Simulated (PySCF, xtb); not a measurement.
FH₇OSi₃, SMILES O[Si@@H](F)[SiH2][SiH3]. The values are those of a single conformer.

Harmonic wavenumbers (cm⁻¹) from GFN2-xTB (xtb) at its own minimum, in rising order: 18, 29, 72, 125, 193, 245, 337, 340, 398, 443, 454, 502, 570, 619, 676, 710, 763, 783, 811, 815, 820, 834, 896, 2137, 2142, 2213, 2223, 2229, 2253, 3644.

What does r2SCAN-D4/def2-SVP (PySCF) give at its own minimum? (Estimate from the structure and the level; the computed values follow.)

29, 72, 123, 147, 231, 258, 335, 348, 400, 455, 501, 517, 671, 690, 716, 814, 844, 855, 884, 907, 934, 936, 947, 2197, 2211, 2212, 2216, 2225, 2236, 3866. Paired by order, the mean absolute difference is 52 cm⁻¹ and the zero-point energies are 40.4 and 42.6 kcal/mol.
